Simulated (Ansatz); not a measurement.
Ansatz (a first-principles code) input (B3LYP-D3(BJ)/def2-TZVP):

Ansatz 0.2 input:
```yaml
crystal:
  periodic: [false, false, false]
  atoms:
    - {symbol: B, position_ang: [0.78251085, 0.00798561, 0.49540176]}
    - {symbol: Cl, position_ang: [1.90910649, -0.65312038, -0.62465064]}
    - {symbol: N, position_ang: [-0.53801664, 0.18153409, 0.13376701]}
    - {symbol: H, position_ang: [-0.90681996, -0.05942191, -0.77969689]}
    - {symbol: H, position_ang: [-1.24874004, 0.55826600, 0.73813676]}
basis:
  gaussian:
    orbitals: def2-TZVP
hamiltonian:
  xc: b3lyp
  dispersion: d3bj
magnetization: {spin_polarized: true, initial_magnetization: 1}
relax: {f_tol: 0.002, max_steps: 150}
```

End of the output:

```
these checks for a lower state are left out or cut short: starts, cluster_reference, orbital_swaps, neighbouring_geometries, increment
integrals: 0.03 GiB planned
675 factors; their error is unknown
mean field: 0.41 GiB planned
mean field -14723.65993470 eV, -541.0845225452 hartree, gradient 7.8e-5 eV, S^2 0.752667; 0 other end points of the search recorded, 0 dependent functions left out
the calculation of the forces begins
reference -14723.66014820 eV, -541.0845303912 hartree; 16, 15 occupied and 95, 96 virtual orbitals, 675 factors
relax step   6: F+E_penalty+E_count = -14723.80447308 eV  Δ(F+E_penalty+E_count) = -3.834e-6 eV  max|allowed force component| = 2.035e-3 eV/Å  Δτ_max = 0.0003 Å  (22 SCF iters, accepted)
these checks for a lower state are left out or cut short: starts, cluster_reference, orbital_swaps, neighbouring_geometries, increment
integrals: 0.03 GiB planned
675 factors; their error is unknown
mean field: 0.41 GiB planned
mean field -14723.65993440 eV, -541.0845225342 hartree, gradient 2.4e-5 eV, S^2 0.752667; 0 other end points of the search recorded, 0 dependent functions left out
the calculation of the forces begins
reference -14723.66014790 eV, -541.0845303802 hartree; 16, 15 occupied and 95, 96 virtual orbitals, 675 factors
relax step   7: F+E_penalty+E_count = -14723.80447319 eV  Δ(F+E_penalty+E_count) = -1.039e-7 eV  max|allowed force component| = 6.947e-5 eV/Å  Δτ_max = 0.0001 Å  (22 SCF iters, accepted)
integrals: 0.03 GiB planned
675 factors; their error is unknown
mean field: 0.41 GiB planned
mean field evaluation 64: about -14723.6599 eV, gradient 7.2e-3 eV
mean field -14723.65993440 eV, -541.0845225342 hartree, gradient 2.4e-5 eV, S^2 0.752667; 1 other end points of the search recorded, 0 dependent functions left out
the calculation of the forces begins
reference -14723.66014790 eV, -541.0845303802 hartree; 16, 15 occupied and 95, 96 virtual orbitals, 675 factors
Total energy: -14723.80468669 eV, -541.0898420825 hartree
Atom 0 at     0.759873     0.000302     0.463767 Å, force     0.000007    -0.000008    -0.000012 eV/Å
Atom 1 at     1.980744    -0.662572    -0.608348 Å, force    -0.000009     0.000004     0.000001 eV/Å
Atom 2 at    -0.562766     0.183270     0.124300 Å, force     0.000049    -0.000011     0.000012 eV/Å
Atom 3 at    -0.943841    -0.052617    -0.782942 Å, force     0.000006    -0.000026    -0.000069 eV/Å
Atom 4 at    -1.235969     0.566861     0.766180 Å, force    -0.000054     0.000040     0.000068 eV/Å
Dipole moment:    -0.540840     0.099852    -0.068594 e Å
```

It need not be the lowest isomer of its formula.
